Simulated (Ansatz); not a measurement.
Total energies of dibenzo[a,e]pentalene (C16H10) from Ansatz at PBE-D4/def2-SVP, gas phase (1 Eh = 27.2114 eV = 2625.5 kJ/mol). The reference geometry is relaxed at PBE-D4/def2-SVP.

```csv
atom,x (Å),y (Å),z (Å)
C1,0.857,-0.724,1.355
C2,0.409,0.286,0.540
C3,-0.408,-0.286,-0.541
C4,-0.857,0.724,-1.355
C5,-0.344,2.001,-0.828
C6,-0.510,3.311,-1.286
C7,0.106,4.366,-0.575
C8,0.872,4.107,0.570
C9,1.046,2.786,1.042
C10,0.443,1.737,0.348
C11,-0.443,-1.737,-0.348
C12,-1.046,-2.786,-1.042
C13,-0.871,-4.107,-0.571
C14,-0.106,-4.366,0.576
C15,0.509,-3.311,1.286
C16,0.343,-2.001,0.828
H17,1.488,-0.633,2.250
H18,-1.490,0.633,-2.249
H19,-1.110,3.521,-2.184
H20,-0.018,5.402,-0.926
H21,1.344,4.942,1.110
H22,1.650,2.593,1.942
H23,-1.648,-2.593,-1.943
H24,-1.342,-4.942,-1.111
H25,0.018,-5.402,0.926
H26,1.109,-3.521,2.185
```

```tsv
state	geometry	energy (Eh)
charge 0 singlet	reference	-614.53096
charge 1 doublet	reference	-614.26765
charge 1 doublet	relaxed at PBE-D4/def2-SVP	-614.27164
charge -1 doublet	reference	-614.57482
charge -1 doublet	relaxed at PBE-D4/def2-SVP	-614.57973
free C atom (triplet)	–	-37.75124
free H atom (doublet)	–	-0.49863
```

Q: Work out the vertical ionisation energy to the doublet.

A: E(charge 1 doublet) − E(charge 0 singlet) = -614.26765 − (-614.53096) = 0.26331 Eh = 7.17 eV. For comparison, −ε of the highest occupied level is 5.03 eV at this level, 2.14 eV less.

Q: Work out the vertical electron affinity, to the doublet.

A: E(charge 0 singlet) − E(charge -1 doublet) = -614.53096 − (-614.57482) = 0.04386 Eh = 1.19 eV. The basis lacks diffuse functions, which makes affinities too small.

Q: Give the fundamental gap IE − EA, the Mulliken electronegativity (IE + EA)/2 and the hardness (IE − EA)/2.

A: From the values in Eh: IE − EA = 0.26331 − 0.04386 = 0.21945 Eh = 5.97 eV; (IE + EA)/2 = 4.18 eV; (IE − EA)/2 = 2.99 eV. The HOMO–LUMO gap of the same run is 1.79 eV, 4.18 eV smaller than the fundamental gap.

Q: How much does the charge 1 doublet relax, and what is the adiabatic ionisation energy?

A: Relaxation: -614.26765 − (-614.27164) = 0.00399 Eh = 0.11 eV. Adiabatic ionisation energy: 0.25932 Eh = 7.06 eV, without zero-point energy. 

Q: How much does the charge -1 doublet relax, and what is the adiabatic electron affinity?

A: Relaxation: -614.57482 − (-614.57973) = 0.00491 Eh = 0.13 eV. Adiabatic electron affinity: 0.04877 Eh = 1.33 eV, without zero-point energy. 

Q: What is the binding energy per atom against free atoms?

A: Atoms: 16 × (-37.75124) + 10 × (-0.49863) = -609.00614 Eh. Binding: -609.00614 − (-614.53096) = 5.52482 Eh = 150.34 eV, or 5.78 eV for each of 26 atoms (no zero-point energy, no counterpoise term).

At PBE-D4/def2-SVP the highest occupied level of the charge -1 doublet lies above zero (up to 0.96 eV). By energy differences its removal costs 1.19 eV (vertical, to the charge 0 singlet, at PBE-D4/def2-SVP); self-interaction error and the lack of diffuse functions both raise the level. At PBE-D4/def2-SVP the highest occupied level of the relaxed charge -1 doublet lies above zero (up to 0.69 eV). By energy differences its removal costs 1.33 eV (each at its own geometry, to the charge 0 singlet, at PBE-D4/def2-SVP); self-interaction error and the lack of diffuse functions both raise the level.
